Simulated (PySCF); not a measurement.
A GIAO shielding run with PySCF (density fitting, non-relativistic, gas phase) on `BCBCC(F)(F)F`, C$_{3}$H$_{7}$B$_{2}$F$_{3}$:

```
$ OMP_NUM_THREADS=1 python probes_run.py task.json out

{"job": {"kind": "nmr", "xc": "CAM-B3LYP", "basis": "pcSseg-1", "pop": false}, "charge": 0, "multiplicity": 1}
B      2.553320     0.052497     0.268963
C      1.465310    -0.804403    -0.439068
B      0.173079     0.066202    -0.510085
C     -1.136535    -0.369843     0.245793
C     -2.198850     0.683010     0.361493
F     -1.744549     1.760787     1.016985
F     -3.275989     0.245112     1.026475
F     -2.618414     1.094388    -0.840073
H      2.955934    -0.232183     1.373821
H      2.991230     1.041920    -0.271128
H      1.312442    -1.800713    -0.002522
H      1.791749    -0.854379    -1.498228
H      0.179342     1.083262    -1.163798
H     -0.904148    -0.757572     1.250891
H     -1.561243    -1.226131    -0.309506
```

Hardware: 1 thread of an Arm Neoverse N1, shared host.

**Question.** How large is the calculation?

**Answer.** 62 electrons, 171 basis functions and 878 auxiliary functions.

**Question.** How long does it take, and how much memory does it need?

**Answer.** 51 s of wall time, with 12 SCF cycles and 6 response iterations; peak memory 0.86 GiB. Times on a shared host scatter by some tens of per cent.

**Question.** And these other runs on the same molecule and hardware: GIAO shielding at PBE0/pcSseg-1; spin–spin coupling at B3LYP/pcJ-1?

**Answer.** PBE0/pcSseg-1: 171 functions, 51 s; B3LYP/pcJ-1: 286 functions, 2.9 min.
